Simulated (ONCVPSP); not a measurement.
**Ta: variants of one ONCV potential**

Base potential:

| Property | Result |
| --- | --- |
| Element | Ta (Z = 73) |
| Generator | ONCVPSP 4.0.1 |
| Type | optimised norm-conserving Vanderbilt (ONCV) |
| Functional | LDA (Perdew-Zunger) |
| Relativity | scalar-relativistic |
| Frozen core | [Kr] 4d10 4f14 |
| Valence charge | 13 |
| Reference configuration | 5s2 5p6 5d3 6s1 (charge +1) |
| Partial waves | 5s+6s: rc 2.15 bohr, ncon 5, nbas 8, qcut 4.3 1/bohr, 2 projectors; 5p: rc 1.35 bohr, ncon 4, nbas 8, qcut 7.2 1/bohr, 3 projectors, debl 1.9 Ha; 5d: rc 2.50 bohr, ncon 4, nbas 9, qcut 5.9 1/bohr, 2 projectors, debl 0.6 Ha; f scattering state at 0.4 Ha: rc 2.25 bohr, ncon 4, nbas 9, qcut 5.2 1/bohr, 2 projectors, debl 1.2 Ha |
| Local potential | polynomial inside 1.05 bohr (lpopt 5, dvloc0 0 Ha) |
| Core correction | Teter function, fcfact 4.25, rcfact 1.05 |

All-electron outer shells of the reference configuration (LDA (Perdew-Zunger), scalar-relativistic, ld1.x):

| shell | level (eV) | outermost node (bohr) | outermost maximum (bohr) |
| --- | --- | --- | --- |
| 5s | -80.48 | 0.54 | 0.98 |
| 5p | -46.86 | 0.58 | 1.13 |
| 4f | -32.23 | – | 0.44 |
| 6s | -11.91 | 1.32 | 2.64 |
| 5d | -10.76 | 0.65 | 1.58 |

Cutoffs, loose and tight: the cutoffs (Ha) at which the residual kinetic energy of the hardest occupied pseudo-wave falls to 1 and 0.1 mHa per electron. They do not see the model core or the augmentation charge, which bear on the density cutoff. Test errors are all-electron minus pseudo excitation energies from the reference, over the configurations 5s2 5p6 5d3 6s2; 5s2 5p6 5d3 6s0; 5s2 5p6 5d2 6s0; 5s2 5p6 5d2 6s2. A dash means not determined; rows that change the core or the reference have their own tests.

A true bound ghost makes a file unfit for plane-wave use even where its test errors are small: the radial tests pick states by their node count and pass the ghost by.

```csv
change,outcome,"cutoff, loose","cutoff, tight",bound ghosts,GHOST(+) flags above zero,largest test error (meV)
base,generated,26 Ha,96 Ha,s,"p, d",-11
s: qcut 2.9,generated,26 Ha,96 Ha,s,"p, d",-11
s: qcut 3.4,generated,26 Ha,96 Ha,s,"p, d",-12
s: qcut 4.2,generated,26 Ha,96 Ha,s,"p, d",-11
s: qcut 5.1,generated,26 Ha,96 Ha,s,"p, d",-11
s: qcut 5.7,generated,26 Ha,96 Ha,s,"p, d",-10
```

(1) What comes out with this change to the base: s: qcut 6.3?

Results:

(1) outcome: generated; cutoff, loose: 26 Ha; cutoff, tight: 96 Ha; bound ghosts: none; GHOST(+) flags above zero: s, p, d; largest test error (meV): -9.9.

Reading the sweep of the qcut of the s channel (base included, trends over the rows without a ghost): Bound ghosts are found at 2.9, 3.4, 4.2, 4.3, 5.1, 5.7 1/bohr.
